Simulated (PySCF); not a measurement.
BiI3, SMILES [I][Bi]([I])[I]. Heavy atoms are numbered as in [Bi:1]([I:2])([I:3])[I:4].

Coordinates come from a B3LYP-D3(BJ)/def2-SVP optimisation. The isomer is the one that the SMILES or the coordinates give; other isomers of the formula were not compared. The def2 effective core potentials stand for the cores of Bi, I; spin–orbit coupling is left out.

All values below come from PySCF with HF/def2-TZVP.

Atomic charges (e), one atom of each kind:

```json
[
 {"atom": "Bi1", "Löwdin": "0.32", "Mulliken": "0.83"},
 {"atom": "I2", "Löwdin": "-0.11", "Mulliken": "-0.28"}
]
```
